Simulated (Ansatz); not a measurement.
Start from `N=C(CN)CF` and change one atom or group to get `BC(=N)CF`.

Ansatz, PBE0-D4/def2-TZVP geometries, multiplicity 1. Each molecule was computed in one conformer, which needn't be the lowest.

| property | `N=C(CN)CF` |
| --- | --- |
| LUMO energy (PBE0/def2-TZVPP) / eV | -0.08 |
| HOMO–LUMO gap (B3LYP/def2-TZVPP) / eV | 6.92 |
| HOMO–LUMO gap (PBE/def2-TZVPP) / eV | 4.80 |
| HOMO–LUMO gap (ωB97M-V/def2-TZVPP) / eV | 11.90 |
| LUMO energy (B3LYP/def2-TZVPP) / eV | -0.36 |
| LUMO energy (PBE/def2-TZVPP) / eV | -1.19 |

What does the change do to each property? (Estimate.)

The calculation gave: 
```
                               property  `BC(=N)CF`  shift
     LUMO energy (PBE0/def2-TZVPP) / eV       -2.13  -2.05
  HOMO–LUMO gap (B3LYP/def2-TZVPP) / eV        5.18  -1.74
    HOMO–LUMO gap (PBE/def2-TZVPP) / eV        3.07  -1.73
HOMO–LUMO gap (ωB97M-V/def2-TZVPP) / eV       10.07  -1.83
    LUMO energy (B3LYP/def2-TZVPP) / eV       -2.37  -2.01
      LUMO energy (PBE/def2-TZVPP) / eV       -3.20  -2.01
```

With PBE0 the HOMO falls by 0.25 eV and the LUMO falls by 2.05 eV, so the gap narrows by about 1.80 eV. PBE moves the HOMO by -0.28 eV and ωB97M-V by -0.22 eV.

B3LYP here is the variant with VWN-RPA as its local correlation; programs differ in this.
